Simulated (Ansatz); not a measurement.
Relaxing a trial structure of CH7F2PSi2

The starting geometry of this gas-phase singlet was optimised with GFN2-xTB; its bonds are those of `F[SiH](F)C[SiH2]P`.

| atom | x (Å) | y (Å) | z (Å) |
| --- | --- | --- | --- |
| C | -1.3713 | 0.5649 | 0.6636 |
| F | -1.3103 | -0.4708 | -1.9844 |
| F | -0.5666 | 1.8776 | -1.7270 |
| P | 0.4189 | -0.3893 | 3.2809 |
| Si | -1.6641 | 0.8576 | -1.1681 |
| Si | 0.3978 | -0.0441 | 1.0612 |
| H | -2.9560 | 1.3179 | -1.6183 |
| H | -1.5690 | 1.4822 | 1.2186 |
| H | -2.0835 | -0.1717 | 1.0364 |
| H | 0.6664 | -1.3372 | 0.4243 |
| H | 1.3869 | 0.9441 | 0.6117 |
| H | 1.7743 | -0.6486 | 3.3418 |
| H | 0.5957 | 0.9400 | 3.6210 |

Task: Where would you expect an optimisation with PBE0-D3(BJ)/def2-SVP to take it?

Result: It keeps its bonds, and is `F[SiH](F)C[SiH2]P`.

The energy falls by 0.16 eV over 32 steps:

| step | E − E(last) (eV) |
| --- | --- |
| 1 | 0.165 |
| 4 | 0.008 |
| 8 | 0.006 |
| 11 | 0.006 |
| 15 | 0.006 |
| 18 | 0.005 |
| 22 | 0.003 |
| 25 | 0.001 |
| 29 | 0.000 |
| 32 | 0.000 |

Final geometry (Å):

```xyz
13

C    -1.3754    0.5553    0.6397
F    -0.8367   -0.2288   -2.0212
F    -0.8718    2.3116   -1.5154
P     0.4465   -0.2802    3.3458
Si   -1.5956    0.9112   -1.1586
Si    0.3035   -0.1942    1.0859
H    -2.9946    0.9839   -1.6382
H    -1.5133    1.4998    1.1942
H    -2.1644   -0.1375    0.9793
H     0.3823   -1.5935    0.5743
H     1.3935    0.6142    0.4610
H     1.8301   -0.6379    3.3458
H     0.7150    1.1187    3.4691
```

No frequencies were run, so the end isn't proven a minimum. Run with Ansatz 0.2.0, 62 s on 4 threads of Arm Neoverse V1, with other jobs on the host.
